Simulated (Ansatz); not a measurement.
Basis sets compared for MoN(NH2)3 (MoN4H6). The state is a singlet with charge 0. Geometry PBE-D4/def2-SVP. Ansatz on 2 threads of Intel Xeon 6975P-C on a shared host; times are rough, and most runs start from earlier orbitals.

```xyz
11

Mo   -0.283   -0.188    0.026
N    -1.653   -1.095    0.155
N     1.184   -1.474    0.197
H     1.074   -2.482    0.334
H     2.181   -1.234    0.163
N    -0.392    1.088    1.509
H     0.312    1.805    1.717
H    -1.154    1.140    2.189
N    -0.401    0.645   -1.743
H     0.300    1.280   -2.139
H    -1.167    0.514   -2.408
```

In the def2 sets Mo takes a core potential; there is no spin–orbit coupling. The restricted singlet is unstable towards broken spin symmetry in Hartree–Fock (as tested in another run); at PBE-D4/def2-SVP, PBE-D4/def2-TZVPD, r2SCAN-D4/def2-TZVP, r2SCAN-D4/def2-TZVPD and others this wasn't settled.

Binding counts from free atoms (Mo septet, N quartet, H doublet) in the same basis, without a counterpoise term.

```
                            level  functions  energy (Eh)  HOMO (eV)  LUMO (eV)  binding per atom (eV)  wall time
                  PBE-D4/def2-SVP        117    -290.5405      -5.38      -1.37                   3.91      1.4 s
                 PBE-D4/def2-TZVP        200    -290.8232      -5.58      -1.63                   3.89      2.2 s
r2SCAN-D4/def2-TZVP (with forces)        200    -290.9536      -5.86      -1.55                   3.65      4.1 s
                 PBE0-D4/def2-SVP        117    -290.4764      -6.71      -0.60                   3.65      1.7 s
  PBE0-D4/def2-TZVP (with forces)        200    -290.7567      -6.86      -0.82                   3.64      3.9 s
```

(1) Estimate the rows for PBE-D4/def2-TZVPD, r2SCAN-D4/def2-TZVPD, PBE0-D4/def2-TZVPD.

## Answers

(1) 
```tsv
level	functions	energy (Eh)	HOMO (eV)	LUMO (eV)	binding per atom (eV)	wall time
PBE-D4/def2-TZVPD	242	-290.8261	-5.66	-1.72	3.90	2.5 s
r2SCAN-D4/def2-TZVPD	242	-290.9555	-5.91	-1.61	3.66	4.2 s
PBE0-D4/def2-TZVPD	242	-290.7591	-6.92	-0.91	3.64	3.3 s
```
